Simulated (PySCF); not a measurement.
Computed with PBE-D3(BJ)/def2-TZVP // r2SCAN-D4/def2-TZVP run with PySCF. Gas-phase values, no solvent. 

Reference species (SMILES): `F[SiH](F)F` (neutral, multiplicity 1).

```json
{
 "dipole_moment": "1.21 D"
}
```

Changed species: `F[Si](F)(F)[AlH2]` (whole molecule; the reference has whole molecule).

Task: What does the change do to the dipole moment?

Result: the dipole moment rises by 0.97 D, to 2.18 D.
